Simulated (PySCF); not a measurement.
PySCF input for Cl3FTi, SMILES [F][Ti]([Cl])([Cl])[Cl], multiplicity 1, PBE0/pcSseg-1. Geometry: ωB97X-D3(BJ)/def2-SVP. The spin state was assumed, not searched.

```python
import numpy as np
from pyscf import gto, scf, dft
from pyscf.prop.nmr import rks as nmr

mol = gto.M(
    atom='''
    F    -0.00000001    0.00000000    1.96474060
    Ti    0.00000000    0.00000000    0.25185562
    Cl   -1.76028794   -1.01630272   -0.45536253
    Cl    1.76028794   -1.01630271   -0.45536253
    Cl    0.00000000    2.03260542   -0.45536253
    ''',
    basis='pcSseg-1',
    charge=0,
    spin=0,
    max_memory=1600,
    verbose=3,
)
mf = dft.RKS(mol, xc='pbe0')
mf.grids.level = 3
mf.conv_tol = 1e-10
mf.max_cycle = 100
mf.kernel()
n = nmr.NMR(mf)
n.verbose = 2
n.max_cycle_cphf = 60
sigma = n.kernel()
print('atom   isotropic/ppm   span/ppm')
for i, s in enumerate(sigma):
    w = np.linalg.eigvalsh((s + s.T) / 2)
    print(f'{mol.atom_symbol(i):2s}{i + 1:3d} {w.mean():14.3f} {w[2] - w[0]:11.3f}')
```

Program output:

```
converged SCF energy = -2329.27068678284
atom   isotropic/ppm   span/ppm
F   1       -246.672     824.474
Ti  2       -704.882     555.479
Cl  3         58.936    1437.754
Cl  4         58.936    1437.754
Cl  5         58.927    1437.780
```

The run converged.

Cost: around 40 core-seconds (rough).
